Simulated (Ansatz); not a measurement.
# Relative stability

The two ends of one reaction step of C₂H₈Ge, closed shell (PBE0-D4/def2-TZVP).

A:

Ge1  (-1.199, 1.006, 0.997)
C2  (0.624, 0.636, 0.248)
C3  (0.790, -0.378, -0.871)
H4  (-1.451, -1.087, 0.858)
H5  (-1.990, 0.633, -0.339)
H6  (-1.481, -0.918, 1.616)
H7  (0.922, 1.637, -0.103)
H8  (1.296, 0.421, 1.085)
H9  (0.553, -1.390, -0.528)
H10  (0.121, -0.158, -1.706)
H11  (1.814, -0.402, -1.259)
(Å)

B:

```
11
angstrom
Ge -1.8748 1.0520 1.2543
C 0.6675 0.2043 0.3316
C 0.9089 -0.5570 -0.9578
H -0.1754 -0.2701 0.8747
H -2.1764 0.8875 -0.3025
H -2.2518 -0.4795 1.5107
H 0.4755 1.2630 0.1387
H 1.5107 0.1542 1.0235
H 1.1026 -1.6137 -0.7634
H 0.0425 -0.4907 -1.6180
H 1.7706 -0.1501 -1.4917
```

Computed with Ansatz 0.2.0 (basis: def2-TZVPP); correlated methods freeze the cores. Filled d shells of the heavier atoms are correlated. The def2 sets are not built for correlating such inner shells, so the correlated values are less sure here. B3LYP uses VWN-RPA correlation.

(1) Which structure is lower at CCSD(T), and by how much? (Judge from chemistry; the value comes from the calculation.)

The T1 diagnostic stays at or below 0.011.

Results:

(1) By the calculation: B, by 0.421 eV (electronic energy, against the other). By their contacts, A is a complex of C₂H₆Ge ([CH3][CH2][GeH]) + H₂ and B is a complex of C₂H₆ (CC) + GeH₂.

All methods give the same order:

```tsv
method	E(B) − E(A) (eV)
SPW92	-0.271
PBE-D4	-0.348
BLYP-D4	-0.414
r2SCAN-D4	-0.382
B97M-V	-0.542
PBE0-D4	-0.396
B3LYP-D4	-0.453
r2SCAN0-D4	-0.414
BHLYP-D4	-0.518
CAM-B3LYP-D4	-0.476
wB97X-V	-0.443
wB97M-V	-0.435
B2PLYP	-0.444
PBE-QIDH	-0.396
RPA on PBE	-0.448
HF	-0.719
MP2	-0.332
CCSD	-0.471
CCSD(T)	-0.421
```

Labels in which every atom is bracketed show which atoms are joined, not bond orders.

For scale, one of the runs: CCSD(T)/def2-TZVPP, 222 basis functions (an equivalent command: `ansatz run in.yaml --threads 4`). The run took 90 s on 4 CPU threads (shared host), with 3.5 GiB of host memory at its peak.
